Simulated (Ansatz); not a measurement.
The lowest singlet and triplet of CHCl (SMILES [CH]Cl); geometries from B3LYP-D3(BJ)/def2-TZVP, each state relaxed from the structure named, with no frequency check.
Singlet (charge 0, multiplicity 1):
```xyz
3

C     -1.07004     0.52801     0.00000
Cl     0.47932    -0.16491     0.00000
H     -1.72826    -0.36465     0.00000
```
Triplet (charge 0, multiplicity 3):
```xyz
3

C     -1.092     0.350     0.000
Cl     0.500    -0.106     0.000
H     -1.957    -0.302     0.000
```

A positive gap puts the triplet lower; no zero-point energy. R- takes a restricted singlet. U- takes an unrestricted singlet (broken symmetry where lower, unprojected). The triplet is unrestricted in single-reference levels. Active spaces average the two states.

Cores are frozen in the correlated methods.

Programs: Ansatz (a first-principles code) with Gaussian orbitals. 

```csv
level,"gap E(singlet) − E(triplet), adiabatic (kcal/mol)"
U-HF/cc-pV(D+d)Z (spin-contaminated),8.48
U-wB97M-V/def2-TZVPP,-6.77
U-MP2/cc-pV(D+d)Z (spin-contaminated),1.94
R-SCS-MP2/cc-pV(D+d)Z,-3.39
R-CCSD/cc-pV(D+d)Z,-2.25
U-CCSD(T)/cc-pV(T+d)Z (spin-contaminated),-4.40
R-CCSD(T)/cc-pV(Q+d)Z,-5.77
"SC-NEVPT2 on SA-CASSCF(2,2)/cc-pV(Q+d)Z",-2.97
"FIC-MRCISD+Q on SA-CASSCF(2,2)/cc-pV(D+d)Z",[?]
```

Problem. What belongs in the gaps?

Solution. 
- FIC-MRCISD+Q on SA-CASSCF(2,2)/cc-pV(D+d)Z, gap E(singlet) − E(triplet), adiabatic (kcal/mol): -3.54

Doubts at one or more of the structures used: a restricted determinant that unrestricted orbitals would lower (R-SCS-MP2/cc-pV(D+d)Z, R-CCSD/cc-pV(D+d)Z, R-CCSD(T)/cc-pV(Q+d)Z); T1 above 0.05 (U-CCSD(T)/cc-pV(T+d)Z (spin-contaminated)).
